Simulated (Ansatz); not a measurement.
Computed with Ansatz on PBE0-D4/def2-TZVP structures; ΔE is electronic, products minus reactants. CCSD(T)/CBS is the MP2 limit (def2-TZVPP, def2-QZVPP) plus CCSD(T) − MP2 in def2-TZVPP, frozen cores. DFT in def2-TZVPP. For Br, Ga outer-core shells are correlated without core-valence functions, which leaves a few kJ/mol of doubt a bond. Scalar relativity is left out up to krypton. Each species was taken in one conformer, which may not be the lowest.

Consider the redistribution: `O[Si]1(Cl)CO1` + `[F][Ga]([F])[Br]` → `F[Si]1(Cl)CO1` + `[OH][Ga]([F])[Br]`.

| level | ΔE (kcal/mol) |
| --- | --- |
| revPBE | -2.8 |
| r2SCAN0 | -2.4 |
| MP2/def2-SVP | -1.0 |
| CCSD/def2-TZVPP | -2.8 |

What does CCSD(T)/CBS give? (An estimate is asked.)

Ansatz gave: -3.4 kcal/mol. The listed levels differ from it by 0.6, 1.0, 2.4, 0.6 kcal/mol.

What do rigid-rotor, harmonic-oscillator terms from PBE0-D4/def2-TZVP frequencies (298.15 K, 1 bar) make of the CCSD(T)/CBS value? (An estimate is asked.)

The calculation gave: ΔZPE = +0.2 kcal/mol, ΔH = -3.3 kcal/mol, ΔS = 4 J/(mol·K), ΔG = -3.6 kcal/mol.

Largest T1 diagnostic among the species: 0.012.

In def2-TZVPP, CCSD(T) changes the Hartree–Fock value by −1.5 kcal/mol (the triples alone add −0.1 kcal/mol) and MP2 by −1.5 kcal/mol. From BLYP to BHLYP (50 % exact exchange), in def2-TZVPP and without D4, ΔE moves by +0.8 kcal/mol. At CCSD(T), def2-SVP lies +2.4 kcal/mol from the extrapolated value and def2-TZVPP +0.5 kcal/mol.
